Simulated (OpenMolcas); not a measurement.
Ni II: the spin-orbit constant, worked from levels

```
Program             : OpenMolcas
Basis               : ANO-RCC-VTZP [6s5p3d2f1g]
Scalar Hamiltonian  : DKH2, point nucleus
Active space        : 9 electrons in 9 orbitals (RAS2 3d 4s; RAS3 4p, at most 2 electrons)
State averaging     : 2S+1 = 2 even, 29 roots; 2S+1 = 4 even, 10 roots kept (CI in the orbitals of an earlier block); 2S+1 = 2 odd, 21 roots; 2S+1 = 4 odd, 21 roots kept (CI in the orbitals of an earlier block)
Spin-orbit coupling : state interaction with AMFI integrals over the reference wave functions, term energies averaged over their components
```

Methods: RASSCF; MS-RASPT2, IPEA 0.25 Eh, imaginary shift 0.1 Eh (closed shells correlated: 3s 3p). Measured levels: NIST Handbook of Basic Atomic Spectroscopic Data.

**The spin-orbit constant.** For the Hund term ²D of d9, E(J) = (A/2) J(J+1) + constant and ζ = -2S·A = -A. From J = 3/2 to J = 5/2 the energy changes by 2.5 A.

```csv
Source,E(5/2) - E(3/2),A,ζ
RASSCF,-1614.1,-645.6,646
MS-RASPT2,-1607.0,-642.8,643
measured,-1506.9,-602.8,603
```

All in cm-1. MS-RASPT2 is off by +6.6 % and RASSCF by +7.1 %. Both methods take the spin-orbit matrix elements from the reference wave functions, so the second can move ζ only through the term energies and any multistate remixing.

CASPT2 does not keep the components of a term degenerate, so their means are used; among the terms shown or strongly mixed into the levels shown the widest spread is 150 cm-1 (3d⁹ ²D, MS-RASPT2). Without dynamic correlation excited terms often stand tens of per cent too high (terms of higher spin than the ground term too low), and those without a measured partner can miss by more than the paired ones (holds for RASSCF). The lowest computed level is not the ground level that NIST lists (2D5/2) (holds for RASSCF). Measured partners are found by configuration, term and J. A level has none where our copy of the source lacks it or the pairing is in doubt (some pairs that miss far off the trend of their configuration count as doubtful), and it then counts in no deviation. Levels of configurations outside the active space are missing.
